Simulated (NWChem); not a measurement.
Molecule: CH₄OTe; SMILES C[Te]O

```xyz
7

Te     0.3684     0.0460     0.0045
C     -0.9662    -1.6349     0.0035
H     -1.4698    -1.7402    -0.9654
H     -1.6975    -1.4905     0.8091
H     -0.3654    -2.5327     0.2109
O     -1.0692     1.4397     0.0675
H     -1.2734     1.6617    -0.8496
```
Atoms are numbered in this order, from 1.

Program: NWChem. Geometry: optimised at PBE0/def2-SVP (def2 core potentials past Kr).

For level PBE/STO-3G, non-relativistic:

```yaml
highest occupied level (eV): -2.41
orbital gap (eV): 4.04
dipole (D): 1.73
```

**Question.** How do the values read with level PBE/3-21G, non-relativistic instead?

**Answer.** The highest occupied level (eV) is -4.56, the orbital gap (eV) is 2.81 and the dipole (D) is 1.94.
